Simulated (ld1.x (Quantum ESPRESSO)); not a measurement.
## PBEsol PAW dataset for strontium, fully relativistic all-electron reference.

Input for ld1.x (Quantum ESPRESSO) 7.5:

```
&input
   title='Sr', zed=38., rel=2, dft='PBESOL', iswitch=3,
   config='[Kr] 4d0 5s0 5p0', rel_dist='average',
   nld=5, rlderiv=3.30, eminld=-6.0, emaxld=5.0, deld=0.02
 /
 &inputp
   pseudotype=3, lpaw=.true., tm=.true., lloc=-1, rcloc=2.70,
   nlcc=.true., new_core_ps=.true., rcore=1.05,
   which_augfun='PSQ', rmatch_augfun_nc=.true.,
   file_pseudopw='Sr.UPF', file_wfcaegen='ae.wfc', file_wfcncgen='nc.wfc', file_beta='beta', file_chi='chi', file_wfcusgen='us.wfc'
 /
6
4S  1  0   2.00   0.00  1.70  2.05  0.0
5S  2  0   0.00   0.00  1.70  2.05  0.0
4P  2  1   6.00   0.00  2.00  2.30  0.0
5P  3  1   0.00   0.00  2.00  2.30  0.0
4D  3  2   0.00   0.00  2.45  3.05  0.0
4D  3  2   0.00   0.10  2.45  3.05  0.0
 &test
   configts(1)='4s2 4p6 4d0 5s0 5p0'
 /
```

Command:

```bash
ld1.x < Sr.in > Sr.out
```

Resulting log (shortened: banner, matrices, multipoles, cross overlaps and the repeated all-electron block are left out):

```
Program LD1 v.7.5
     --------------------------- All-electron run ----------------------------

     Sr
     dirac relativistic calculation

     atomic number is 38.00
     dft =PBESOL   lsd =0 sic =0 latt =0  beta=0.20 tr2=1.0E-14
     Exchange-correlation= PBESOL
                           (   1   4  10   8   0   0   0)
     mesh =1221 r(mesh) = 100.72700 a.u. xmin = -7.00 dx = 0.01250
     1 Ry =  13.60569312 eV, c = 137.03599908

     n l j   nl                  e(Ry)          e(Ha)          e(eV)
     Spin orbit split results
     1 0 0.5 1S 1( 2.00)     -1171.1289      -585.5644    -15934.0202
     2 0 0.5 2S 1( 2.00)      -159.4554       -79.7277     -2169.5013
     2 1 0.5 2P 1( 2.00)      -145.2362       -72.6181     -1976.0385
     2 1 1.5 2P 1( 4.00)      -140.2137       -70.1068     -1907.7039
     3 0 0.5 3S 1( 2.00)       -25.5169       -12.7584      -347.1749
     3 1 0.5 3P 1( 2.00)       -20.3550       -10.1775      -276.9433
     3 1 1.5 3P 1( 4.00)       -19.5843        -9.7921      -266.4574
     4 0 0.5 4S 1( 2.00)        -4.0195        -2.0097       -54.6879
     4 1 0.5 4P 1( 2.00)        -2.7418        -1.3709       -37.3046
     4 1 1.5 4P 1( 4.00)        -2.6544        -1.3272       -36.1144
     3 2 1.5 3D 1( 4.00)       -10.5164        -5.2582      -143.0822
     3 2 2.5 3D 1( 6.00)       -10.3818        -5.1909      -141.2514
     4 2 1.5 4D 1( 0.00)        -0.9752        -0.4876       -13.2683
     4 2 2.5 4D 1( 0.00)        -0.9689        -0.4844       -13.1821
     5 0 0.5 5S 1( 0.00)        -0.9870        -0.4935       -13.4282
     5 1 0.5 5P 1( 0.00)        -0.7197        -0.3598        -9.7914
     5 1 1.5 5P 1( 0.00)        -0.7072        -0.3536        -9.6219
     Averaged results
     1 0     1S 1( 2.00)     -1171.1289      -585.5644    -15934.0202
     2 0     2S 1( 2.00)      -159.4554       -79.7277     -2169.5013
     2 1     2P 1( 6.00)      -141.8878       -70.9439     -1930.4821
     3 0     3S 1( 2.00)       -25.5169       -12.7584      -347.1749
     3 1     3P 1( 6.00)       -19.8412        -9.9206      -269.9527
     4 0     4S 1( 2.00)        -4.0195        -2.0097       -54.6879
     4 1     4P 1( 6.00)        -2.6835        -1.3418       -36.5111
     3 2     3D 1(10.00)       -10.4356        -5.2178      -141.9837
     4 2     4D 1( 0.00)        -0.9714        -0.4857       -13.2166
     5 0     5S 1( 0.00)        -0.9870        -0.4935       -13.4282
     5 1     5P 1( 0.00)        -0.7113        -0.3557        -9.6784

     final scf error:  5.8E-15 reached in  29 iterations

     Etot =   -6354.527073 Ry,   -3177.263537 Ha,  -86457.745298 eV

     Ekin =    6545.265972 Ry,    3272.632986 Ha,   89052.880225 eV
     Encl =  -15301.933808 Ry,   -7650.966904 Ha, -208193.415583 eV
     Eh   =    2607.805532 Ry,    1303.902766 Ha,   35481.001797 eV
     Exc  =    -205.664769 Ry,    -102.832385 Ha,   -2798.211738 eV

     normalization and overlap integrals

     s(1S/1S) =  1.000000  <r> =   0.0392  <r2> =    0.0021  r(max) =   0.0257
     s(2S/2S) =  1.000000  <r> =   0.1723  <r2> =    0.0350  r(max) =   0.1459
     s(2P/2P) =  1.000000  <r> =   0.1475  <r2> =    0.0267  r(max) =   0.1136
     s(2P/2P) =  1.000000  <r> =   0.1517  <r2> =    0.0281  r(max) =   0.1165
     s(3S/3S) =  1.000000  <r> =   0.4922  <r2> =    0.2783  r(max) =   0.4382
     s(3P/3P) =  1.000000  <r> =   0.4916  <r2> =    0.2824  r(max) =   0.4274
     s(3P/3P) =  1.000000  <r> =   0.5021  <r2> =    0.2944  r(max) =   0.4328
     s(4S/4S) =  1.000000  <r> =   1.3517  <r2> =    2.0749  r(max) =   1.1911
     s(4P/4P) =  1.000000  <r> =   1.5263  <r2> =    2.6740  r(max) =   1.3001
     s(4P/4P) =  1.000000  <r> =   1.5577  <r2> =    2.7848  r(max) =   1.3330
     s(3D/3D) =  1.000000  <r> =   0.4962  <r2> =    0.3003  r(max) =   0.3772
     s(3D/3D) =  1.000000  <r> =   0.4999  <r2> =    0.3047  r(max) =   0.3772
     s(4D/4D) =  1.000000  <r> =   2.4094  <r2> =    6.8886  r(max) =   1.8916
     s(4D/4D) =  1.000000  <r> =   2.4244  <r2> =    6.9720  r(max) =   1.8916
     s(5S/5S) =  1.000000  <r> =   3.5100  <r2> =   13.8238  r(max) =   3.1976
     s(5P/5P) =  1.000000  <r> =   4.1822  <r2> =   19.6904  r(max) =   3.7619
     s(5P/5P) =  1.000000  <r> =   4.2456  <r2> =   20.2880  r(max) =   3.8092

     ------------------------ End of All-electron run ------------------------

     --------------------- Generating PAW atomic setup --------------------

      Generating local potential from pseudized AE potential:
      Matching radius rcloc =   2.7000

      Local pseudo, rcloc= 2.684 Estimated cut-off energy=     3.21 Ry

      Computing core charge for nlcc:

       r > 1.05 : true rho core
      Core charge pseudized with two Bessel functions
      Integrated core pseudo-charge :   8.25

     Fully relativistic calculation: |psi|^2

     Wfc 4S LC norm =  0.99981619 SC norm =  0.00018380 missing  0.00000001
     Speed at rcutus      0.498 a.u.,  v/c =  0.003634,  (v/c)^2 = -0.00001321

     Wfc 5S LC norm =  0.99996490 SC norm =  0.00003294 missing  0.00000216
     Speed at rcutus      0.431 a.u.,  v/c =  0.003142,  (v/c)^2 =  0.00000987

     Wfc 4P LC norm =  0.99985454 SC norm =  0.00014543 missing  0.00000003
     Speed at rcutus      0.255 a.u.,  v/c =  0.001859,  (v/c)^2 = -0.00000346

     Wfc 4P LC norm =  0.99985964 SC norm =  0.00014025 missing  0.00000011
     Speed at rcutus      0.223 a.u.,  v/c =  0.001630,  (v/c)^2 = -0.00000266

     Wfc 5P LC norm =  0.99997375 SC norm =  0.00002596 missing  0.00000029
     Speed at rcutus      0.322 a.u.,  v/c =  0.002352,  (v/c)^2 =  0.00000553

     Wfc 5P LC norm =  0.99997433 SC norm =  0.00002203 missing  0.00000364
     Speed at rcutus      0.294 a.u.,  v/c =  0.002146,  (v/c)^2 =  0.00000460

     Wfc 4D LC norm =  0.99993859 SC norm =  0.00006136 missing  0.00000005
     Speed at rcutus      0.403 a.u.,  v/c =  0.002940,  (v/c)^2 =  0.00000865

     Wfc 4D LC norm =  0.99993928 SC norm =  0.00005855 missing  0.00000217
     Speed at rcutus      0.407 a.u.,  v/c =  0.002970,  (v/c)^2 =  0.00000882
      Wfc-us  4S rcutus= 2.039  Estimated cut-off energy=    12.90 Ry
      Wfc-us  5S rcutus= 2.039  Estimated cut-off energy=    25.90 Ry
      Wfc-us  4P rcutus= 2.310  Estimated cut-off energy=    15.77 Ry
      Wfc-us  4P rcutus= 2.310  Estimated cut-off energy=    15.72 Ry
      Wfc-us  5P rcutus= 2.310  Estimated cut-off energy=    29.27 Ry
      Wfc-us  5P rcutus= 2.310  Estimated cut-off energy=    28.97 Ry
      Wfc-us  4D rcutus= 3.042  Estimated cut-off energy=    12.57 Ry
      Wfc-us  4D rcutus= 3.042  Estimated cut-off energy=    12.57 Ry
      Wfc-us  4D rcutus= 3.042  Estimated cut-off energy=    22.37 Ry
      Wfc-us  4D rcutus= 3.042  Estimated cut-off energy=    22.31 Ry

     Required augmentation: PSQ   radius:    3.050000

     Q pseudized with Bessel functions
     Expected ecutrho=     116.8157 due to l1=  0   l2=  2

     Estimated PAW energy = -255.296924 Ryd

     ------------------- End of pseudopotential generation -------------------

     Computing logarithmic derivative in   3.29921
     Computing logarithmic derivative in   3.29921
     Computing the partial wave expansion
     R is outside the sphere for l=    0 j= 0.50
     R is outside the sphere for l=    0 j= 0.50
     R is outside the sphere for l=    1 j= 0.50
     R is outside the sphere for l=    1 j= 0.50
     R is outside the sphere for l=    1 j= 1.50
     R is outside the sphere for l=    1 j= 1.50
     R is outside the sphere for l=    2 j= 1.50
     R is outside the sphere for l=    2 j= 1.50
     R is outside the sphere for l=    2 j= 2.50
     R is outside the sphere for l=    2 j= 2.50

     ---------------------- Testing the pseudopotential ----------------------

     Sr
     dirac relativistic calculation

     atomic number is 38.00   valence charge is 10.00
     dft = SLA  PW   PSX  PSC   lsd =0 sic =0 latt =0  beta=0.20 tr2=1.0E-14
     mesh =1221 r(mesh) = 100.72700 xmin = -7.00 dx = 0.01250

     n l  j  nl             e AE (Ry)       e PS (Ry)    De AE-PS (Ry)
     1 0 0.5 4S   1( 2.00)       -4.01949       -4.01949       -0.00000
     2 1 0.5 4P   1( 2.00)       -2.74183       -2.74183       -0.00000
     2 1 1.5 4P   1( 4.00)       -2.65436       -2.65436       -0.00000
     3 2 1.5 4D   1( 0.00)       -0.97520       -0.97520       -0.00000
     3 2 2.5 4D   1( 0.00)       -0.96887       -0.96887        0.00000
     2 0 0.5 5S   1( 0.00)       -0.98696       -0.98696       -0.00000
     3 1 0.5 5P   1( 0.00)       -0.71966       -0.71965       -0.00000
     3 1 1.5 5P   1( 0.00)       -0.70720       -0.70720       -0.00000

     eps = 8.5E-15  iter =  9

     Etot =   -6354.527073 Ry,   -3177.263537 Ha,  -86457.745298 eV
     Etotps =  -255.296922 Ry,    -127.648461 Ha,   -3473.491582 eV

     Ekin =      93.226037 Ry,      46.613018 Ha,    1268.404850 eV
     Encl =    -181.366770 Ry,     -90.683385 Ha,   -2467.620620 eV
     Ehrt =      38.508583 Ry,      19.254292 Ha,     523.935969 eV
     Ecxc =    -205.664772 Ry,    -102.832386 Ha,   -2798.211780 eV
     (Ecc =     -18.848360 Ry,      -9.424180 Ha,    -256.445000 eV)

     ---------------------- End of pseudopotential test ----------------------
```

Generation and configuration tests took about 1.4 s on one core of a shared server CPU.

Transferability test of the new file with ld1.x, input:

```
&input
   title='Sr', zed=38., rel=2, dft='PBESOL', iswitch=2,
   config='[Kr] 4d0 5s0 5p0', rel_dist='average'
 /
 &test
   file_pseudo='Sr.UPF', nconf=8,
   configts(1)='4s2 4p6 4d0 5s0 5p0',
   configts(2)='4s2 4p6 4d0 5s2 5p0',
   configts(3)='4s2 4p6 4d0 5s1 5p0',
   configts(4)='4s2 4p6 4d0 5s1.5 5p0',
   configts(5)='4s2 4p6 4d1 5s0 5p0',
   configts(6)='4s2 4p6 4d1 5s1 5p0',
   configts(7)='4s2 4p6 4d0.5 5s1.5 5p0',
   configts(8)='4s1 4p6 4d0 5s2 5p0'
 /
```

```bash
ld1.x < Sr.test.in > Sr.test.out
```

Pseudopotential blocks of its output, shortened (energy terms left out):

```
     ---------------------- Testing the pseudopotential ----------------------

     n l  j  nl             e AE (Ry)       e PS (Ry)    De AE-PS (Ry)
     1 0 0.5 4S   1( 2.00)       -4.01949       -4.01949       -0.00000
     2 1 0.5 4P   1( 2.00)       -2.74183       -2.74183       -0.00000
     2 1 1.5 4P   1( 4.00)       -2.65436       -2.65436       -0.00000
     3 2 1.5 4D   1( 0.00)       -0.97520       -0.97520       -0.00000
     3 2 2.5 4D   1( 0.00)       -0.96887       -0.96887        0.00000
     2 0 0.5 5S   1( 0.00)       -0.98696       -0.98696       -0.00000
     3 1 0.5 5P   1( 0.00)       -0.71966       -0.71965       -0.00000
     3 1 1.5 5P   1( 0.00)       -0.70720       -0.70719       -0.00000

     eps = 1.4E-16  iter = 13

     Etot =   -6354.527073 Ry,   -3177.263537 Ha,  -86457.745298 eV
     Etotps =  -255.296922 Ry,    -127.648461 Ha,   -3473.491579 eV

     ---------------------- End of pseudopotential test ----------------------
```

The test run then stopped with an error in new_paw_hamiltonian: “negative rho”.
